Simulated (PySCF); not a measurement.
B(CCH)(F)(OH) (C₂H₂BFO), SMILES B(F)(O)C#C. Heavy atoms are numbered as in [B:1]([C:2]#[CH:3])([F:5])[OH:6]. Hydrogens are named by the atom that carries them.

Geometry optimised at B3LYP-D3(BJ)/def2-SVP. The values are those of a single conformer.

Level of theory: B3LYP/pcSseg-1 (PySCF).

GIAO shieldings, no solvent; atoms alike by connectivity are averaged. δ = σ(ref) − σ: ¹¹B against BF3 (σ = 86.3 ppm); ¹³C against TMS (σ = 181.3 ppm); ¹H against TMS (σ = 31.68 ppm); ¹⁹F against CFCl3 (σ = 161.7 ppm); ¹⁷O against H2O (σ = 333.8 ppm), references at their B3LYP-D3(BJ)/def2-TZVP geometries, non-relativistic.

### Question
Estimate the chemical shifts. (Estimate from the structure and the level; the computed values follow.)

### Answer

```tsv
nucleus	atoms	count	δ (ppm)
¹¹B	B1	1	7.6
¹³C	C3 (CH)	1	96.8
¹³C	C2	1	84.0
¹H	H on O6	1	5.11
¹H	H on C3	1	2.54
¹⁹F	F5	1	-97.4
¹⁷O	O6 (OH)	1	156.3
```
